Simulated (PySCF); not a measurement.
Job file and geometry (Å, from PBE0-D3(BJ)/def2-SVP) of an NMR shielding run on (ClSi)4O6 adamantane, GIAO PBE0/pcSseg-1 NMR shielding, non-relativistic, gas phase in PySCF; density fitting, a coarse starting grid and PySCF grid level 2 are the driver's defaults:

```
$ OMP_NUM_THREADS=2 python probes_run.py task.json out

{"job": {"kind": "nmr", "xc": "PBE0", "basis": "pcSseg-1"}, "charge": 0, "multiplicity": 1}
Si    -0.571288    -0.052642     1.635958
Cl    -1.234960    -0.102445     3.525556
O      1.077150     0.147620     1.531610
Si     1.716504     0.207344    -0.002886
Cl     3.706926     0.451626    -0.009535
O      1.235428    -1.198315    -0.750497
Si    -0.402382    -1.487141    -0.793242
Cl    -0.858833    -3.203893    -1.722369
O     -0.914346    -1.443319     0.788900
O     -1.080663    -0.156246    -1.525480
Si    -0.748165     1.316743    -0.827839
Cl    -1.617377     2.849887    -1.779992
O     -1.237938     1.191221     0.756417
O      0.910535     1.435740    -0.783402
```

Problem. Write the output of this run.

Solution. 
```
coarse grid: 19512 points
cycle   1  E = -3448.5935175422  dE =  3.198e+00  |g| = 1.627e+00  |ddm| = 4.652e+00
cycle   2  E = -3448.1744002861  dE =  4.191e-01  |g| = 2.248e+00  |ddm| = 2.469e+00
cycle   3  E = -3449.0507716002  dE = -8.764e-01  |g| = 8.488e-02  |ddm| = 1.509e+00
cycle   4  E = -3449.0517797687  dE = -1.008e-03  |g| = 5.353e-02  |ddm| = 1.503e-01
cycle   5  E = -3449.0524600640  dE = -6.803e-04  |g| = 4.591e-03  |ddm| = 6.431e-02
cycle   6  E = -3449.0524639417  dE = -3.878e-06  |g| = 1.425e-03  |ddm| = 6.591e-03
final grid: 161936 points
cycle   7  E = -3449.1876703603  dE = -3.001e-05  |g| = 1.430e-02  |ddm| = 2.379e-02
cycle   8  E = -3449.1876390110  dE =  3.135e-05  |g| = 1.926e-02  |ddm| = 1.999e-02
cycle   9  E = -3449.1877016501  dE = -6.264e-05  |g| = 7.675e-04  |ddm| = 1.226e-02
cycle  10  E = -3449.1877017325  dE = -8.244e-08  |g| = 1.358e-04  |ddm| = 5.416e-04
cycle  11  E = -3449.1877017353  dE = -2.831e-09  |g| = 7.200e-05  |ddm| = 1.766e-04
cycle  12  E = -3449.1877017362  dE = -8.940e-10  |g| = 1.824e-05  |ddm| = 5.528e-05
converged SCF energy = -3449.1877017362

GIAO shielding tensors (ppm)
atom      isotropic    diamagn.    paramagn.     s11        s22        s33       span
  0 Si     406.057     883.744    -477.687    379.199    379.323    459.649     80.449
  1 Cl     903.810    1147.691    -243.881    822.431    822.484   1066.515    244.084
  2 O      180.788     403.049    -222.261    151.748    185.055    205.562     53.814
  3 Si     406.074     883.742    -477.668    379.321    379.370    459.531     80.210
  4 Cl     903.126    1147.693    -244.567    821.229    821.311   1066.837    245.608
  5 O      180.638     403.047    -222.409    151.596    184.730    205.588     53.993
  6 Si     406.060     883.729    -477.670    379.057    379.556    459.565     80.508
  7 Cl     903.288    1147.682    -244.394    821.553    821.604   1066.708    245.155
  8 O      180.885     403.028    -222.143    151.841    185.316    205.498     53.657
  9 O      180.839     403.036    -222.197    151.862    185.155    205.501     53.640
 10 Si     406.062     883.767    -477.705    379.066    379.568    459.552     80.487
 11 Cl     903.960    1147.711    -243.750    822.690    822.729   1066.462    243.772
 12 O      180.580     403.044    -222.464    151.768    184.525    205.446     53.678
 13 O      180.822     403.060    -222.237    151.795    185.138    205.534     53.740
```

Problem. Turn these shieldings into chemical shifts. References, each an isolated molecule treated in the same way: 29Si (σref 351.99) vs TMS; 35Cl (σref 943.27) against HCl; 17O (σref 334.56) vs H2O.

Solution. Averaging equivalent atoms: Si 0/3/6/10: -54.1; Cl 1/4/7/11: 40; O 2/5/8/9/12/13: 153.8 ppm. Experimental scales use liquid or dissolved standards, which lie at an offset from isolated H2O (liquid H2O: subtract about 36 ppm).

Size and cost of the density-fitted run: 294 basis functions; peak memory 2.6 GiB.
